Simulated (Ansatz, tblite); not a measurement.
Species of one formula, C₅H₁₄OSn (singlet), each relaxed with PBE-D4/def2-SVP in Ansatz.

In the def2 sets Sn takes a core potential; there is no spin–orbit coupling. The xTB rows come from tblite. LC-ωPBE has ω = 0.4 bohr⁻¹. Correlated methods freeze 10 core orbitals; core or outer-core shells of Sn are correlated, in sets that lack core-valence functions.

Other spin states weren't relaxed.

A:

```xyz
21

C     2.8989    0.4679   -1.3294
C    -0.4149    0.1705   -2.6860
C    -0.6332   -0.0780    1.5040
C    -0.4626   -1.0222    2.6947
C    -2.0210   -0.2126    0.8652
O     0.4072   -0.3770    0.5858
Sn    0.7925    0.8214   -1.0046
H     0.4168    2.4478   -0.5012
H     3.2199    0.9018   -2.2960
H     3.0759   -0.6247   -1.3420
H     3.4869    0.9205   -0.5090
H    -1.4864    0.3594   -2.4856
H    -0.2600   -0.9151   -2.8379
H    -0.1121    0.7135   -3.6029
H    -0.5343    0.9742    1.8829
H    -0.5679   -2.0752    2.3601
H    -1.2173   -0.8234    3.4828
H     0.5480   -0.9041    3.1331
H    -2.1533    0.5122    0.0337
H    -2.1527   -1.2344    0.4519
H    -2.8304   -0.0226    1.6002
```

B:

Cartesian coordinates in Å:
```
C 2.8086 0.0914 -2.2054
C -1.0026 -0.0840 0.3766
C -1.1197 1.2954 1.0477
C -2.2738 -0.3850 -0.4336
C -0.7839 -1.1753 1.4385
O 0.0522 -0.0909 -0.5873
Sn 2.0159 0.2103 -0.2028
H 2.2504 1.7703 0.5264
H 2.6143 -1.0445 0.8398
H 3.8962 0.2950 -2.2031
H 2.2944 0.8375 -2.8403
H 2.6238 -0.9215 -2.6102
H -1.9884 1.3417 1.7357
H -0.2115 1.5294 1.6423
H -1.2398 2.0859 0.2799
H -2.4129 0.3868 -1.2164
H -3.1743 -0.4034 0.2130
H -2.1759 -1.3676 -0.9363
H 0.1257 -0.9705 2.0419
H -0.6587 -2.1638 0.9528
H -1.6401 -1.2373 2.1408
```

C:

```tsv
atom	x (Å)	y (Å)	z (Å)
C1	-1.2331	0.4649	-1.4615
C2	-2.3757	-0.0531	-2.3271
C3	2.4443	0.2175	-0.4166
C4	0.7517	-2.0585	1.8408
C5	0.0790	1.4965	1.9978
O6	-0.8564	-0.5398	-0.5452
Sn7	0.6630	-0.1906	0.7590
H8	-1.5649	1.4039	-0.9438
H9	-0.3820	0.7700	-2.1266
H10	-2.7046	0.7121	-3.0605
H11	-2.0576	-0.9597	-2.8809
H12	-3.2422	-0.3302	-1.6930
H13	3.3126	0.3699	0.2547
H14	2.2994	1.1279	-1.0299
H15	2.6497	-0.6413	-1.0848
H16	1.4614	-1.9846	2.6875
H17	1.0801	-2.8661	1.1592
H18	-0.2557	-2.3014	2.2292
H19	0.8663	1.7038	2.7494
H20	-0.8681	1.2610	2.5208
H21	-0.0671	2.3980	1.3716
```

**Question.** Estimate their order by electronic energy at PBE-QIDH/def2-TZVP, counted from the lowest.

**Answer.** C (0.0) < A (3.6) < B (8.1), in kcal/mol.

**Question.** Do the other levels pick the same lowest one?

**Answer.** Not GFN1-xTB, GFN2-xTB. Energies above each level's lowest (kcal/mol):

```csv
level,A,B,C
GFN1-xTB,8.0,0.0,14.5
GFN2-xTB,13.2,0.0,27.0
HF/def2-TZVP,3.2,8.0,0.0
PBE-D4/def2-SVP,1.5,4.0,0.0
PBE-D4/def2-TZVP,3.7,8.6,0.0
r2SCAN-D4/def2-TZVP,3.3,7.6,0.0
PBE0-D4/def2-SVP,1.4,3.8,0.0
PBE0-D4/def2-TZVP,3.3,7.7,0.0
r2SCAN0-D4/def2-TZVP,3.0,7.1,0.0
LC-ωPBE/def2-TZVP,3.3,7.7,0.0
PBE-QIDH/def2-TZVP,3.6,8.1,0.0
RPA@PBE/def2-TZVP,3.8,7.9,0.0
MP2/def2-TZVP,4.8,9.8,0.0
```
Point groups (tolerance 0.1 Å): A not assigned, B not assigned, C not assigned. From def2-SVP to def2-TZVP the PBE0 values move by up to 3.9 kcal/mol, so results in the small set are rough.
